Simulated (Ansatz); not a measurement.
Cd7Se6Br2. Total charge 0; singlet. Geometry PBE-D4/def2-SVP.

```xyz
15

Cd   -0.876   -0.521    1.293
Cd    2.001    1.470    0.749
Cd    1.566   -1.532   -0.944
Cd   -4.071   -1.414   -0.211
Cd    2.018   -2.134    2.341
Cd    0.515    1.481   -2.318
Cd   -2.014    0.745   -2.654
Se   -2.499    1.205    0.280
Se    0.062   -2.915    0.488
Se    1.138    0.280    2.880
Se    0.757    3.517   -0.371
Se   -1.330    3.318    0.769
Se    2.956    0.442   -1.599
Br    3.949   -3.636    2.726
Br   -4.174   -0.306   -3.429
```

In the def2 sets Cd takes a core potential; there is no spin–orbit coupling. Single mean-field runs in def2-SVP, def2-TZVP are fitted with def2-universal-jkfit. Another isomer (singlet) lies 0.25 eV lower at PBE0-D4/def2-TZVP; other spin states weren't run for this one.

Task: Estimate the orbital energies around the gap (eV) in Ansatz with PBE-D4/def2-SVP, PBE-D4/def2-TZVP, BLYP-D4/def2-SVP, r2SCAN-D4/def2-SVP, PBE0-D4/def2-TZVP.

Result: 
| orbital | PBE-D4/def2-SVP | PBE-D4/def2-TZVP | BLYP-D4/def2-SVP | r2SCAN-D4/def2-SVP | PBE0-D4/def2-TZVP |
| --- | --- | --- | --- | --- | --- |
| HOMO−9 | -6.91 | -6.94 | -6.66 | -7.25 | -8.03 |
| HOMO−8 | -6.83 | -6.85 | -6.59 | -7.16 | -7.88 |
| HOMO−7 | -6.64 | -6.69 | -6.39 | -6.97 | -7.87 |
| HOMO−6 | -6.59 | -6.64 | -6.34 | -6.93 | -7.80 |
| HOMO−5 | -6.51 | -6.57 | -6.26 | -6.85 | -7.70 |
| HOMO−4 | -6.47 | -6.56 | -6.23 | -6.85 | -7.63 |
| HOMO−3 | -6.19 | -6.25 | -5.95 | -6.54 | -7.33 |
| HOMO−2 | -5.98 | -6.01 | -5.77 | -6.26 | -6.89 |
| HOMO−1 | -5.60 | -5.63 | -5.43 | -5.79 | -6.39 |
| HOMO | -5.41 | -5.46 | -5.21 | -5.65 | -6.22 |
| LUMO | -3.78 | -3.81 | -3.64 | -3.76 | -3.17 |
| LUMO+1 | -3.53 | -3.55 | -3.37 | -3.51 | -2.89 |
| LUMO+2 | -3.39 | -3.42 | -3.22 | -3.37 | -2.79 |
| LUMO+3 | -3.06 | -3.11 | -2.92 | -2.99 | -2.41 |
| LUMO+4 | -2.93 | -2.98 | -2.76 | -2.87 | -2.30 |
| LUMO+5 | -2.71 | -2.76 | -2.54 | -2.64 | -2.11 |
